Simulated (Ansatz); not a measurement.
System: C3H8O2Si, net charge 0, singlet state. 
Coordinates optimised at B3LYP-D3(BJ)/def2-TZVP (Ansatz, a quantum-chemistry and plane-wave program):
SMILES: C[SiH](C)OC=O
```xyz
14

C     -0.8197     1.8291    -0.0673
Si    -0.6109     0.1485     0.7038
C     -1.6202    -1.1749    -0.1283
O      1.0430    -0.2923     0.7050
C      1.7474    -0.4573    -0.4134
O      1.3232    -0.3216    -1.5300
H     -0.1737     2.5658     0.4140
H     -0.5785     1.7994    -1.1303
H     -1.8529     2.1676     0.0434
H     -0.8992     0.1959     2.1536
H     -1.3855    -1.2289    -1.1917
H     -1.4312    -2.1529     0.3183
H     -2.6860    -0.9585    -0.0200
H      2.7850    -0.7384    -0.1861
```
Charge 0, spin multiplicity 1.

Computed values are from Ansatz. Valence correlation only, unless marked. UHF or UKS for open shells. No spin-orbit coupling. No relativistic terms. Basis-set limits of correlation are two-point, X^-3; Hartree-Fock from the larger set.

```
Property                                                                 Value
---------------------  -------------------------------------------------------
atomisation energy De  1343.4 kcal/mol at CCSD(T)/CBS(cc-pV(T+d)Z,cc-pV(Q+d)Z)
total energy              -558.4561 Eh at CCSD(T)/CBS(cc-pV(T+d)Z,cc-pV(Q+d)Z)
dipole moment                                1.31 D at CCSD(T)/aug-cc-pV(D+d)Z
T1 diagnostic                                        0.014 at CCSD/cc-pV(Q+d)Z
```
